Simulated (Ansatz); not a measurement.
`CBOC(C)=O` + HCl → `CC(=O)OBCl` + CH₄ at 298.15 K and 1 bar (ligand exchange at a B–C bond).

Program: Ansatz. Geometries: PBE0-D4/def2-TZVP. ΔE: electronic, gas phase. CCSD(T)/CBS is the MP2 limit (def2-TZVPP, def2-QZVPP) plus CCSD(T) − MP2 in def2-TZVPP, frozen cores. This one scheme is used for every species. One conformer a species, not always the lowest.

```
     species  CCSD(T)/CBS energy (Eh)  H − E (kJ/mol)  S (J/(mol·K))
 `CBOC(C)=O`               -293.56968           288.7          361.8
         HCl               -460.38127            26.6          186.8
`CC(=O)OBCl`               -713.52185           194.3          353.6
         CH₄                -40.46206           127.4          186.2
```

H − E and S are ideal-gas, rigid-rotor, harmonic terms from PBE0-D4/def2-TZVP, for one conformer and one mirror image of each species. 1 Eh = 2625.50 kJ/mol, R = 8.31446 J/(mol·K).

Task: By hand: ΔE, ΔH, ΔS and ΔG.

Result: ΔE = (-713.52185) + (-40.46206) − (-293.56968) − (-460.38127) = -0.03296 Eh = -86.5 kJ/mol. Δ(H − E) = 194.3 + 127.4 − 288.7 − 26.6 = 6.4, so ΔH = -80.1 kJ/mol. ΔS = 353.6 + 186.2 − 361.8 − 186.8 = -8.8 J/(mol·K). ΔG = -80.1 − 298.15 × (-8.8)/1000 = -77.5 kJ/mol.

Task: By hand: the equilibrium constant, and the temperature at which ΔG would vanish if ΔH and ΔS stayed fixed.

Result: log₁₀ K = −ΔG/(RT ln 10) = 13.6. ΔG = 0 at ΔH/ΔS = 9102 K, far beyond where these terms or the molecules hold.

The number of gas molecules stays the same, so ΔS is small and ΔH decides. A doubt of 5 kJ/mol in ΔE shifts log₁₀ K by 0.9 here. Other conformers and mirror images would add mixing entropy, several J/(mol·K) or more a flexible species. These are equilibria of isolated gas molecules and say nothing of rates. Largest T1 diagnostic: 0.014 (customary marks: 0.02 for closed shells, 0.045 for open ones).
